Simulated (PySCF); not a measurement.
Sn¹⁴⁺: ionisation energy

Sn¹⁴⁺ [Kr] → Sn¹⁵⁺ [Ar] 3d10 4s2 4p5 [4p1/2^2 4p3/2^3, M_J = 3/2], as a difference of total energies. Computed with PySCF 2.14 in an uncontracted even-tempered set (18 s from 0.66 bohr⁻², ratio 2.8; 14 p from 0.86 bohr⁻², ratio 2.8; 9 d from 1.5 bohr⁻², ratio 2.8; 4 f from 6.5 bohr⁻², ratio 3), with the two-component X2C-1e Hamiltonian. Correlated levels: [Ne] frozen; the 76 highest virtual spinors dropped. "Screened" scales the spin-orbit matrix elements by Boettger's factors to mimic the two-electron term; Breit and QED terms are absent.

| method | ionisation energy (eV) |
| --- | --- |
| GHF (screened spin-orbit) | 379.25 |
| GMP2 (screened spin-orbit) | 380.32 |

Q: How much does correlation contribute at GMP2 (screened spin-orbit)?

A: 380.32 − (379.25) = 1.07 eV, measured against GHF (screened spin-orbit).

Breit and QED terms and the two-electron picture change are absent.

For comparison: 379 ± 3 eV (theoretical estimate listed by NIST; NIST Atomic Spectra Database, ionization energies).
